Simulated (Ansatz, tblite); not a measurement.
Removing an electron: BMe2(nacnacH) (C₅H₁₁BN₂). Total charge 0; singlet. Geometry: PBE-D4/def2-SVP. Ansatz, gas phase; energy differences of separate SCF runs; the oxidised species was run as a doublet alone.

```xyz
19

B    -0.354   -0.501    0.170
C     0.278   -1.951    0.553
H     1.388   -1.972    0.485
H    -0.108   -2.756   -0.113
H     0.005   -2.257    1.587
C    -1.977   -0.453    0.262
H    -2.397    0.543   -0.001
H    -2.338   -0.702    1.285
H    -2.450   -1.199   -0.416
N     0.121   -0.068   -1.287
C     0.859    0.985   -1.603
C     1.336    1.893   -0.642
C     1.011    1.660    0.706
N     0.278    0.629    1.096
H    -0.173   -0.664   -2.064
H     1.101    1.144   -2.669
H     1.945    2.756   -0.934
H     1.374    2.358    1.482
H     0.101    0.555    2.101
```

The xTB rows come from tblite.

(1) Estimate orbital energies and vertical ionisation energies at: GFN1-xTB; GFN2-xTB; PBE-D4/def2-TZVP; PBE0-D4/def2-TZVP.

## Answers

(1) 
```
            level  −HOMO (eV)  vertical IE (eV)  −LUMO (eV)  HOMO–LUMO gap (eV)
         GFN1-xTB       10.34             13.08        8.10                2.25
         GFN2-xTB        9.24             11.97        7.20                2.03
 PBE-D4/def2-TZVP        4.64              7.27        2.21                2.44
PBE0-D4/def2-TZVP        5.66              7.39        1.31                4.35
```

Relaxing the oxidised species (PBE-D4/def2-SVP) changes its energy by -0.14 eV at PBE-D4/def2-TZVP, so the adiabatic ionisation energy to this nearest minimum is 7.13 eV. At PBE0-D4/def2-TZVP it is 7.26 eV.  Run but left out: PBE-QIDH/def2-TZVP (charge +1 doublet: ⟨S²⟩ 0.95, where a pure state has 0.75).  Raw xTB energy differences between charge states are shifted by several eV; the methods need an empirical correction for them.
